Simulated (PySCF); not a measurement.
## A thermochemical cycle for AlSb

PBE in PySCF with def2-SVPD on every atom (core potentials on Sb), for the lowest determinant that a PBE0 search found; no spin–orbit coupling. AlSb, a triplet (π ↑↑), has De = 2.01 eV to neutral atoms, and AlSb⁺, a quartet (σ ↑, π ↑↑), has De = 1.07 eV to Al⁺ + Sb.

The adiabatic ionisation energy of AlSb, between the minima, is 7.00 eV.

Problem. Which ionisation energy of the Al atom does this level give?

Solution. IE(Al) = IE(molecule) + De(ion) − De(neutral) = 7.00 + 1.07 − 2.01 = 6.06 eV; the measured value is 5.986 eV (NIST ASD).

Spin–orbit coupling is left out, which matters for elements this heavy, above all for dissociation energies. For an ion De counts to the pair picked by the measured ionisation energies or electron affinities, which need not be the lowest pair at this level. States were picked by a PBE0 search and need not be the measured ground states.
